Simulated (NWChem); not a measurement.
# SiH3Cl; SMILES Cl[SiH3]

All runs: NWChem. Structure relaxed at the PBE-D3(BJ)/def2-SVP level. Total energies compare along this basis series because the functional is fixed.

```
level            basis functions  energy (Ha)  highest occupied level (eV)  orbital gap (eV)  dipole (D)
---------------  ---------------  -----------  ---------------------------  ----------------  ----------
PBE0/STO-3G                   21    -742.9051                        -6.59             10.85        2.61
PBE0/def2-SVP                 51    -751.0136                        -8.87              9.05        1.41
PBE0/def2-SVPD                75    -751.0238                        -9.08              8.69        1.43
PBE0/def2-TZVP                92    -751.2780                        -9.02              8.83        1.30
PBE0/def2-TZVPD              116    -751.2788                        -9.06              8.63        1.32
PBE0/def2-TZVPP              126    -751.2785                        -9.03              8.82        1.31
PBE0/def2-QZVP               230    -751.3023                        -9.05              8.67        1.32
```
